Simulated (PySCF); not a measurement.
`C[SiH2]CCO`. Theory: PySCF 2.14.0, PBE0-D3(BJ)/def2-SVP geometry optimisation, gas phase.

```
atom  x, y, z in Å
C1     2.4426   -0.2194   -0.3359
Si2    0.7504    0.6012   -0.4178
C3    -0.6067   -0.6681   -0.0432
C4    -2.0007   -0.1814   -0.4207
O5    -2.2519    1.1343    0.0048
H6     2.6210   -0.6522    0.6612
H7     2.5269   -1.0294   -1.0773
H8     3.2442    0.5081   -0.5356
H9     0.7094    1.7189    0.5766
H10    0.5274    1.1724   -1.7834
H11   -0.3772   -1.6091   -0.5729
H12   -0.5595   -0.9133    1.0345
H13   -2.7731   -0.8820   -0.0440
H14   -2.1003   -0.1646   -1.5178
H15   -2.1623    1.1618    0.9635
```

(1) What is the longest distance between nuclei?

(2) What is the repulsion energy of the bare nuclei, Σ ZA·ZB/RAB?

(3) How far apart are these pairs, which share no bond: Si2···O5, C4···H6, O5···H6, H6···H13, H9···H12, H11···H15, H12···H14?

(4) What are the angles Si2–C1–H7, Si2–C1–H6, C1–Si2–H10, C4–C3–H12, O5–C4–H14?

(5) Give the dihedral angles H10–Si2–C3–H12, H7–C1–Si2–C3, H10–Si2–C3–C4.

(6) How far are the heavy atoms from their best plane (unweighted least squares)?

(7) Write the matrix of distances between heavy atoms (Å, lower triangle).

## Answers

(1) H8···H13, 6.20 Å; the next longest distance is 5.65 Å.

(2) 237.48 Eh over 105 pairs, with full nuclear charges and distances in bohr; the largest single term is 23.61 Eh (C1 with Si2).

(3) Si2···O5 3.078 Å (3 bonds apart); C4···H6 4.770 Å (4 bonds apart); O5···H6 5.231 Å (5 bonds apart); H6···H13 5.445 Å (5 bonds apart); H9···H12 2.958 Å (3 bonds apart); H11···H15 3.637 Å (4 bonds apart); H12···H14 3.074 Å (3 bonds apart).

(4) From the scalar product of the two bond vectors; for Si2–C1–H7 it is -0.7466 Å² over 1.8825 × 1.1013 Å², cos θ = -0.3601. Si2–C1–H7 111.1°; Si2–C1–H6 110.9°; C1–Si2–H10 109.9°; C4–C3–H12 110.6°; O5–C4–H14 105.7°.

(5) H10–Si2–C3–H12 -168° (antiperiplanar); H7–C1–Si2–C3 61° (synclinal); H10–Si2–C3–C4 -45° (synclinal). Dihedral signs follow IUPAC: positive where, seen along the central bond, the front bond turns clockwise onto the rear one.

(6) 0.168 Å rms; C1 0.03, Si2 0.13, C3 0.20, C4 0.25, O5 0.15 Å (magnitudes).

(7) 
```
C1    0.000
Si2   1.882  0.000
C3    3.096  1.896  0.000
C4    4.444  2.860  1.524  0.000
O5    4.898  3.078  2.441  1.405  0.000
```

Stationary, but not proved a minimum. The numbers are those of one conformer.
